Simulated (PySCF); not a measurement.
**Electronic structure of N (nitrogen, neutral) at the UHF level**

Configuration: [He] 2s1 2p3 3s1, high-spin 6S determinant (an excited configuration). Calculation: PySCF 2.14, in aug-cc-pVTZ with one added diffuse shell each of s, p, d, f type (6s5p4d3f, 62 functions); no relativity, point nucleus.

- Total energy: -53.889591 hartree
- One-electron energy: -71.2790 hartree
- Hartree (Coulomb) energy: 23.9429 hartree
- Exchange energy: -6.5535 hartree
- Kinetic energy: 53.87342 hartree
- ⟨S²⟩: 8.7500
- ⟨L²⟩: 0.000
- Sum of ⟨r⟩: 10.69 bohr
- Sum of ⟨r²⟩: 40.02 bohr²
- Density at the nucleus (Gaussians lack the cusp): 195 bohr⁻³
- Spin density at the nucleus: 5.29 bohr⁻³
- Langevin diamagnetic susceptibility: -31.7 ×10⁻⁶ cm³/mol

| shell | electrons | mean orbital energy (eV) | rms radius, mean of both spins (bohr) |
| --- | --- | --- | --- |
| 1s α | 1 | -437.72 | 0.265 |
| 1s β | 1 | -432.78 | 0.265 |
| 2s α | 1 | -42.046 | 1.32 |
| 2p α | 3 | -25.558 | 1.39 |
| 3s α | 1 | -3.997 | 5.68 |

The outer electron is Rydberg-like, and this basis confines it to a smaller radius and binds it less than a complete one would.

Spin-orbit constants ζ (cm⁻¹) from the X2C one-electron operator on these orbitals (non-relativistic here): bare nucleus, nucleus screened by l(l+1)(2l+1)/3 electrons, and screened by the Breit-Pauli mean field of the electrons.

| shell | bare | screened nucleus | mean field |
| --- | --- | --- | --- |
| 2p | 151.9 | 108.5 | 90.86 |
